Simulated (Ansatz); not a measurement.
Geometry optimisation, Ansatz 0.2.0, RKS PBE0/cc-pVDZ.

The input (input.yaml):

```yaml
crystal:
  periodic: [false, false, false]
  atoms:
    - { symbol: B, position_ang: [-0.011391, -0.294943, -0.050789] }
    - { symbol: F, position_ang: [-0.095843, -0.617375, 1.238144] }
    - { symbol: Cl, position_ang: [1.545364, -0.534821, -0.841846] }
    - { symbol: H, position_ang: [-0.990482, -9.9e-05, -0.671744] }
    - { symbol: O, position_ang: [0.326857, 2.047134, 1.027778] }
    - { symbol: H, position_ang: [1.285353, 2.11411, 0.917377] }
    - { symbol: H, position_ang: [0.237343, 1.412194, 1.77488] }
basis:
  gaussian: { orbitals: cc-pVDZ }
hamiltonian:
  xc: pbe0
relax:
  f_tol: 0.03
  max_steps: 50
```

Run as:

```bash
$ ansatz run input.yaml --threads 1 --pin off --max-ram 2048MiB --backend cpu --events-out ev --progress --plain --runs-dir out
```

**Question.** Where does it end, and by what steps?

**Answer.** It converged. The force dipped under the threshold on the way, but the program's further checks kept it going. After 11 steps the energy has fallen by 0.388 eV; O5 moved furthest, 0.50 Å. Joined: B1–O5 (2.60 → 1.71 Å).

```csv
step,energy less start (eV),largest force component (eV/Å),accepted
0,0.0000,0.769,yes
1,-0.0443,1.638,yes
2,-0.1447,2.062,yes
3,-0.2681,1.661,yes
4,-0.3514,0.776,yes
5,-0.3800,0.270,yes
6,-0.3824,0.230,yes
7,-0.3867,0.064,yes
8,-0.3872,0.038,yes
9,-0.3878,0.019,yes
10,-0.3880,0.045,yes
11,-0.3880,0.027,yes
```

```xyz
7
Properties=species:S:1:pos:R:3
B 0.020 0.049 0.147
F -0.145 -0.698 1.286
Cl 1.627 -0.237 -0.702
H -0.930 0.187 -0.578
O 0.280 1.596 0.823
H 1.219 1.781 0.635
H 0.227 1.448 1.783
```

Whether the end is a true minimum wasn't checked by a vibrational analysis.

The run took 33 s on 1 thread of Intel(R) Xeon(R) 6975P-C (Granite Rapids), on a shared host, peak memory 0.15 GiB.
